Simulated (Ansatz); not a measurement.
C2H3O, charge +1, singlet, geometry from GFN2-xTB. Base run: PBE/pcseg-1 (Ansatz, an electronic-structure program).

Here is a job for Ansatz.
Ansatz 0.2 input:
```yaml
crystal:
  periodic: [false, false, false]
  atoms:
    - {symbol: C, position_ang: [-0.01166182, -0.08945283, -1.26513497]}
    - {symbol: C, position_ang: [-0.00757544, -0.00008331, -0.00740794]}
    - {symbol: H, position_ang: [0.04865840, 0.76815996, -1.92812251]}
    - {symbol: H, position_ang: [-0.05703832, -1.03326988, -1.79977604]}
    - {symbol: O, position_ang: [0.10024135, 0.07934483, 1.19620992]}
    - {symbol: H, position_ang: [-0.67812734, 0.16756814, 1.79347667]}
basis:
  gaussian:
    orbitals: pcseg-1.json
hamiltonian:
  xc: pbe
total_charge: 1
```
The basis file holds pcseg-1 in the JSON format of the Basis Set Exchange.

Variants of this job, named by their change:

| change | ΔE vs base (eV) |
|---|---|
| base | 0.00 |
| occupation = up:A':10 A'':1 down:A':10 A'':1 | 22.06 |
| symmetry_tolerance_ang = 0.01 | 0.00 |
| occupation = up:A':8 A'':3 down:A':8 A'':3 | 10.62 |
| occupation = up:A':9 A'':2 down:A':9 A'':2 | 0.00 |
